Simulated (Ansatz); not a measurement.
Problem. Name a neutral molecule of C, Te and H with HOMO energy (ωB97M-V/def2-TZVPP) between -8.70 and -8.40 eV and size of the dipole moment (B3LYP/def2-TZVPP) between 0.10 and 0.40 D (Ansatz, PBE0-D4/def2-TZVP geometry).

Solution. `C#C[TeH]` (-8.49 eV, 0.40 D). Other molecules can fit too; these were computed, each in one conformer that needn't be the lowest.

B3LYP here is the variant with VWN-RPA as its local correlation; programs differ in this.
